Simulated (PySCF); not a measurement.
C3H6F2Si, SMILES C/C(F)=C/[SiH2]F. The structure is a stationary point at PBE0-D3(BJ)/def2-SVP. The structure was generated by enumeration; whether it is a known compound was not checked. The values are those of a single conformer.

Computed equilibrium geometry at PBE0-D3(BJ)/def2-SVP (PySCF confirms it by a frequency run) as a Z-matrix (one conformer of several):
```
C
C 1 1.3344
F 2 1.3468 1 118.27
H 1 1.0934 2 117.60 3 179.99
C 2 1.4827 1 129.99 4 -0.01
H 5 1.0964 2 111.11 1 -0.01
H 5 1.1016 6 109.19 2 -121.59
H 5 1.1016 6 109.19 7 -116.83
Si 1 1.8555 4 120.32 2 179.99
F 9 1.6296 1 106.76 4 0.36
H 9 1.4897 10 107.69 1 -120.76
H 9 1.4898 11 109.93 10 117.02
```
Charge 0, spin multiplicity 1.
